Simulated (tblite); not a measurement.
Isomers of C3H8O3Si2. All values are computed: GFN2-xTB (tblite) harmonic vibrations without scaling, gas phase. Against measured fundamentals such values can be off by several per cent, at times by over 20. Modes of hydrogen on silicon can be 10 to 20 % off. One conformer each.

Electronic energies: GFN2-xTB at the same geometries; isomer energies are rough at this level and their order can be wrong.

```json
{"SMILES": "O=C(O)[Si@@H]1CC[SiH2]O1", "electronic energy, lowest = 0 (kcal/mol)": "58.7"}
{"SMILES": "O[Si@H]1O[SiH2]C2(CC2)O1", "electronic energy, lowest = 0 (kcal/mol)": "0.0"}
{"SMILES": "C=CO[Si@@](O)([SiH3])C=O", "electronic energy, lowest = 0 (kcal/mol)": "104.4"}
```

Q: How do GFN2-xTB zero-point energies change the relative energies?

A: 
```
                  SMILES  ZPE (kcal/mol)  of it from modes above 1550 cm⁻¹  electronic (kcal/mol)  with ZPE, lowest = 0 (kcal/mol)  lowest mode (cm⁻¹)  rings
O[Si@H]1O[SiH2]C2(CC2)O1            68.1                              33.0                    0.0                              0.0                  72      2
O=C(O)[Si@@H]1CC[SiH2]O1            67.5                              34.2                   58.7                             58.1                  32      1
C=CO[Si@@](O)([SiH3])C=O            63.6                              36.9                  104.4                             99.8                  29      0
```

The zero-point energies span 4.5 kcal/mol, from `C=CO[Si@@](O)([SiH3])C=O` to `O[Si@H]1O[SiH2]C2(CC2)O1`. The order is unchanged.

Q: What do entropy and thermal enthalpy add at 298.15 K and 1 bar (rigid rotor, harmonic oscillator, one conformer each)?

A: 
```tsv
SMILES	point group	symmetry number	S (cal/(mol K))	H − H(0) (kcal/mol)	ZPE + H − H(0) − TS (kcal/mol)
O[Si@H]1O[SiH2]C2(CC2)O1	C1	1	94.7	6.62	46.5
O=C(O)[Si@@H]1CC[SiH2]O1	C1	1	99.6	6.89	44.7
C=CO[Si@@](O)([SiH3])C=O	C1	1	114.2	8.56	38.1
```
